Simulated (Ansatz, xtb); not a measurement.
## C6H6BBr: which of two isomers lies lower

Structure X is `Bc1ccc(Br)cc1`, a singlet and structure Y is `BrBc1ccccc1`, a singlet. Both are isolated molecules in the gas phase, relaxed with PBE-D3(BJ)/def2-SVP; the shapes shown needn't be the lowest conformers.

X (Å):

```yaml
atoms:
  - { symbol: C, position_ang: [0.4714, -1.5323, 0.9881] }
  - { symbol: C, position_ang: [0.2269, -0.4451, 0.1060] }
  - { symbol: C, position_ang: [1.2496, 0.1427, -0.6452] }
  - { symbol: C, position_ang: [2.5568, -0.3620, -0.5193] }
  - { symbol: C, position_ang: [2.8485, -1.4367, 0.3408] }
  - { symbol: C, position_ang: [1.8079, -2.0067, 1.0809] }
  - { symbol: B, position_ang: [-0.6656, -2.1703, 1.8100] }
  - { symbol: Br, position_ang: [3.9572, 0.4238, -1.5315] }
  - { symbol: H, position_ang: [-0.4320, -3.1015, 2.5595] }
  - { symbol: H, position_ang: [-1.8035, -1.7466, 1.7141] }
  - { symbol: H, position_ang: [-0.7988, -0.0546, 0.0120] }
  - { symbol: H, position_ang: [1.0478, 0.9832, -1.3242] }
  - { symbol: H, position_ang: [3.8782, -1.8126, 0.4212] }
  - { symbol: H, position_ang: [2.0295, -2.8483, 1.7561] }
```

Y (Å):

```xyz
14

C     0.3302   -1.2404    0.5558
C     0.8946    0.0543    0.7043
C     2.2749    0.2621    0.5859
C     3.1217   -0.8258    0.3152
C     2.5872   -2.1186    0.1634
C     1.2086   -2.3212    0.2832
B    -1.1987   -1.3926    0.6997
Br   -2.0826   -3.0923    0.5224
H    -1.9212   -0.4458    0.9326
H     0.2291    0.9059    0.9165
H     2.6956    1.2722    0.7041
H     4.2072   -0.6665    0.2214
H     3.2548   -2.9675   -0.0489
H     0.7863   -3.3317    0.1656
```

Quicker runs give these differences E(Y) − E(X): GFN2-xTB −26.7 kcal/mol; HF/STO-3G −31.6 kcal/mol (at GFN2-xTB geometries); r2SCAN-D4/def2-SVP −36.0 kcal/mol (at GFN2-xTB geometries).

Question: Estimate E(Y) − E(X) at the level CCSD(T)/def2-SVP + ΔMP2/def2-TZVPP.

Answer: Calculated at CCSD(T)/def2-SVP + ΔMP2/def2-TZVPP: E(Y) − E(X) = −34.0 kcal/mol, so structure Y lies lower.

The same difference at several levels:

```json
{"level": "GFN2-xTB", "geometry": "GFN2-xTB", "E(Y) − E(X) (kcal/mol)": "−26.7", "departure from the last row (kcal/mol)": "+7.2", "job, with rough time for the two": "optimisation, 0.14 s"}
{"level": "HF/STO-3G", "geometry": "GFN2-xTB", "E(Y) − E(X) (kcal/mol)": "−31.6", "departure from the last row (kcal/mol)": "+2.4", "job, with rough time for the two": "single point, 0.56 s"}
{"level": "r2SCAN-D4/def2-SVP", "geometry": "GFN2-xTB", "E(Y) − E(X) (kcal/mol)": "−36.0", "departure from the last row (kcal/mol)": "−2.1", "job, with rough time for the two": "single point, 5 s"}
{"level": "PBE-D3(BJ)/def2-SVP", "geometry": "PBE-D3(BJ)/def2-SVP", "E(Y) − E(X) (kcal/mol)": "−35.3", "departure from the last row (kcal/mol)": "−1.3", "job, with rough time for the two": "optimisation, 17 s"}
{"level": "HF/def2-SVP", "geometry": "PBE-D3(BJ)/def2-SVP", "E(Y) − E(X) (kcal/mol)": "−37.8", "departure from the last row (kcal/mol)": "−3.8", "job, with rough time for the two": "part of the CCSD(T) run"}
{"level": "MP2/def2-SVP", "geometry": "PBE-D3(BJ)/def2-SVP", "E(Y) − E(X) (kcal/mol)": "−36.4", "departure from the last row (kcal/mol)": "−2.4", "job, with rough time for the two": "part of the CCSD(T) run"}
{"level": "CCSD(T)/def2-SVP", "geometry": "PBE-D3(BJ)/def2-SVP", "E(Y) − E(X) (kcal/mol)": "−36.6", "departure from the last row (kcal/mol)": "−2.6", "job, with rough time for the two": "single point"}
{"level": "CCSD(T)/def2-SVP + ΔMP2/def2-TZVPP", "geometry": "PBE-D3(BJ)/def2-SVP", "E(Y) − E(X) (kcal/mol)": "−34.0", "departure from the last row (kcal/mol)": "", "job, with rough time for the two": "single point, 2.6 min"}
```

As drawn, Y has 1 B–Br, 1 C–H in place of 1 C–Br, 1 B–H.

The levels shown agree on the order. The largest departure from CCSD(T)/def2-SVP + ΔMP2/def2-TZVPP is that of GFN2-xTB, 7.2 kcal/mol. The last row adds to CCSD(T) the change of the MP2 difference between the two basis sets, here +2.6 kcal/mol.

With thermal terms from frequencies at re-optimised GFN2-xTB minima (ideal gas, soft modes damped towards free rotors, one conformer each, 298.15 K, 1 atm): the zero-point term adds +2.0 kcal/mol; ΔH is −32.3 and ΔG −32.5 kcal/mol.

The correlated steps freeze 16 core orbitals; the filled d shell of Br is correlated, in a basis made for valence electrons. Run with Ansatz 0.2.0, xtb 6.7.1; the last row on 4 threads of Arm Neoverse V1 on a shared host.
